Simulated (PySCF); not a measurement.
SMILES C[Si](Cl)C, doublet at its CAM-B3LYP/def2-SVP optimised geometry (Å):

```
10

C      1.6363    -0.6359     0.0000
Si    -0.2420    -0.6359     0.0000
C     -0.9373     1.1090     0.0000
Cl    -0.8938    -1.5964    -1.7397
H      2.0363    -1.6595    -0.0236
H      2.0203    -0.1344     0.9017
H      2.0150    -0.0984    -0.8851
H     -0.5787     1.6595    -0.8854
H     -2.0363     1.1015    -0.0233
H     -0.6134     1.6516     0.9014
```

Method: PySCF with unrestricted CAM-B3LYP/def2-TZVP. Cells within 0.4 Å of a nucleus heavier than hydrogen are left out (blank, or x).

Map of the deformation density (molecule minus spherical neutral atoms) (e/bohr³) on the plane z = 0.0 Å:

```
|111111111111111111111111111|
|111111111111111111111111111|
|111111111111111111111111111|
|111111111111111111111111111|
|111111111100111111111111111|
|111111100000000111111111111|
|111111000000000011111111111|
|111110000000000001111111111|
|111100001001100000111111111|
|1111000364xx000000001111111|
|1110000898xx000000000011111|
|111100014357310000000001111|
|111100001146410000000001111|
|111100000124300110110000111|
|111110000001xx244xx20000111|
|111111000000xx356xx10000111|
|111111000000001333851000111|
|111111100001000112892000111|
|111111100010000001461000111|
|111111111000000000000001111|
|111111111100000000000001111|
|111111111111000000000011111|
|111111111111111111111111111|
|111111111111111111111111111|
|111111111111111111111111111|
|111111111111111111111111111|
|111111111111111111111111111|
```
Scale: ten equal steps from -0.012 (start of '0') to 0.097 (end of '9'), in the order '0123456789'; x runs from -4.50 to 4.50, y from -4.50 (bottom) to 4.50 (top).
